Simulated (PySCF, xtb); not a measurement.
bromine cation (Br₂), SMILES BrBr (connectivity only; charge and spin as stated), charge +1, multiplicity 2.

Harmonic wavenumbers (cm⁻¹) from xtb with GFN2-xTB at its own minimum, in rising order: 279.

Task: What does PBE0-D3(BJ)/def2-TZVP run with PySCF give at its own minimum? (An estimate is asked for; the answer gives what the named calculation found.)

Result: 383. Paired by order, the mean absolute difference is 104 cm⁻¹ and the zero-point energies are 0.4 and 0.5 kcal/mol.
